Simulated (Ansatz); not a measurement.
Reaction (ligand exchange at the Si–N bond): `C[SiH](F)N[SiH](O)O` + CH₃NH₂ → `CN[SiH](C)F` + `N[SiH](O)O`

Calculated with Ansatz (gas phase, PBE0-D4/def2-TZVP geometries, no zero-point term in ΔE). CCSD(T)/CBS adds triple-zeta CCSD(T) − MP2 to the extrapolated MP2 energy (def2 sets, frozen cores). This one scheme is used for every species. Functionals use def2-TZVPP. B3LYP here is the variant with VWN-RPA as its local correlation; programs differ in this. One conformer a species, not always the lowest.

`C[SiH](F)N[SiH](O)O`:

Cartesian coordinates in Å:
```
C 1.828 -1.794 0.555
Si 0.740 -0.321 0.821
F 1.621 1.021 0.642
N -0.526 -0.282 -0.331
Si -1.729 0.947 -0.488
O -1.201 2.223 0.388
O -2.008 1.239 -2.075
H 2.672 -1.776 1.248
H 1.273 -2.721 0.725
H 2.227 -1.812 -0.462
H 0.223 -0.228 2.205
H -0.537 -1.017 -1.022
H -3.053 0.592 0.047
H -0.264 2.433 0.373
H -1.266 1.496 -2.625
```

CH₃NH₂:

Z-matrix (Å, degrees):
```
C
N 1 1.453
H 1 1.092 2 109.4
H 1 1.100 2 115.4 3 -121.6
H 1 1.092 2 109.4 3 116.8
H 2 1.012 1 110.6 3 62.6
H 2 1.012 1 110.6 3 -179.3
```

`CN[SiH](C)F`:

Z-matrix (Å, degrees):
```
C
N 1 1.448
H 1 1.096 2 113.1
H 1 1.092 2 109.8 3 -119.9
H 1 1.094 2 111.2 3 121.9
Si 2 1.699 1 126.6 3 95.8
H 2 1.008 1 113.5 3 -65.3
F 6 1.611 2 113.3 1 -74.3
C 6 1.854 2 111.6 1 45.0
H 6 1.483 2 106.4 1 170.1
H 9 1.093 6 110.0 2 178.4
H 9 1.092 6 111.0 2 58.4
H 9 1.093 6 111.5 2 -62.5
```

`N[SiH](O)O`:

Z-matrix (Å, degrees):
```
Si
O 1 1.639
O 1 1.639 2 116.1
N 1 1.714 2 107.1 3 -119.6
H 1 1.475 2 104.4 3 114.2
H 2 0.959 1 117.1 3 74.9
H 3 0.959 1 117.0 2 -75.2
H 4 1.008 1 119.6 2 171.6
H 4 1.008 1 119.6 2 -46.2
```

| level | ΔE (kJ/mol) | difference from CCSD(T)/CBS |
| --- | --- | --- |
| PBE-D4 | 7.9 | -0.9 |
| r2SCAN-D4 | 10.0 | 1.2 |
| PBE0-D4 | 8.9 | 0.1 |
| B3LYP-D4 | 8.7 | -0.1 |
| ωB97X-V | 9.0 | 0.2 |
| ωB97M-V | 9.2 | 0.4 |
| B2PLYP | 6.9 | -1.9 |
| PBE | 5.7 | -3.1 |
| r2SCAN | 9.3 | 0.5 |
| PBE0 | 6.8 | -2.0 |
| B3LYP | 5.2 | -3.6 |
| HF/def2-TZVPP | 8.1 | -0.7 |
| MP2/def2-TZVPP | 8.6 | -0.2 |
| SCS-MP2/def2-TZVPP | 8.6 | -0.2 |
| CCSD/def2-TZVPP | 9.3 | 0.5 |
| CCSD(T)/def2-TZVPP | 10.0 | 1.2 |
| HF/def2-QZVPP | 8.0 | -0.8 |
| MP2/def2-QZVPP | 7.9 | -0.9 |
| SCS-MP2/def2-QZVPP | 7.9 | -0.9 |
| HF/CBS(def2) | 8.0 | -0.8 |
| MP2/CBS(def2) | 7.5 | -1.3 |
| CCSD/CBS(def2) | 8.2 | -0.6 |
| CCSD(T)/CBS | 8.8 | 0 |

Largest T1 diagnostic among the species: 0.011.

The D4 term adds +3.5 kJ/mol with B3LYP and +2.1 kJ/mol with PBE0; it sums over pairs of atoms, weighted by their polarisabilities, and B3LYP, whose exchange is more repulsive, gets the larger term.
